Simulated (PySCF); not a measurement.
**Relaxation of quartet Pt(OH)3**

Computed with UPBE0 in PySCF with Pt def2-SVP with ECP60, O def2-SVP, H def2-SVP; scalar-relativistic core potentials, no spin–orbit coupling; density-fitted integrals. A (50,194) grid was used.

A start at or just off a symmetric point, pushed along the force that breaks its symmetry, with no symmetry imposed:

```xyz
7
charge 0 multiplicity 4, angstrom
Pt   -0.0165   -0.0109   -0.0252
O     2.0206   -0.0249    0.0305
O    -0.8626    1.7834    0.0742
O    -0.9611   -1.6335    0.0753
H     2.3453   -0.6739    0.6885
H    -0.5159    2.4122    0.6740
H    -1.7708   -1.6116    0.6559
```

Optimiser trace:
| step | E − E(last) (kJ/mol) | largest gradient (Eh/bohr) |
| --- | --- | --- |
| 0 | 59.31 | 0.02764 |
| 2 | 35.33 | 0.01443 |
| 4 | 27.28 | 0.01467 |
| 6 | 21.55 | 0.03384 |
| 8 | 16.85 | 0.01599 |
| 10 | 12.96 | 0.00962 |
| 12 | 9.39 | 0.01092 |
| 14 | 7.48 | 0.00619 |
| 16 | 5.76 | 0.00753 |
| 18 | 3.58 | 0.00900 |
| 20 | 2.36 | 0.00603 |
| 22 | 1.44 | 0.00262 |
| 24 | 0.85 | 0.00139 |
| 26 | 0.42 | 0.00438 |
| 28 | 0.27 | 0.00051 |
| 30 | 0.12 | 0.00202 |
| 32 | 0.02 | 0.00082 |
| 34 | 0.00 | 0.00035 |
| 35 | 0.00 | 0.00025 |

It ends at C1 with O–H 0.966 Å, O–H 0.968 Å, O–H 0.972 Å, Pt–O 1.900 Å (×2), Pt–O 2.032 Å; H–O–Pt 108.3°, H–O–Pt 115.0°, H–O–Pt 118.4°, O–Pt–O 97.0°, O–Pt–O 99.9°, O–Pt–O 163.0°. No frequency check is given, so it may be a saddle point.

Final geometry:
Z-matrix (Å, degrees; charge 0 multiplicity 4):
```
Pt
O  1 2.0323
O  1 1.8995 2 97.03
O  1 1.9012 2 99.95 3 -179.34
H  2 0.9715 1 108.35 3 109.41
H  3 0.9679 1 115.02 2 -8.18
H  4 0.9659 1 118.36 2 165.29
```

Other spin states or occupations of the open shell can lie lower. At this level a doublet minimum of Cs symmetry lies 116 kJ/mol below this structure. Spin–orbit coupling, left out here, can matter for elements this heavy.

The relaxation took roughly 6 core-minutes on a shared host.
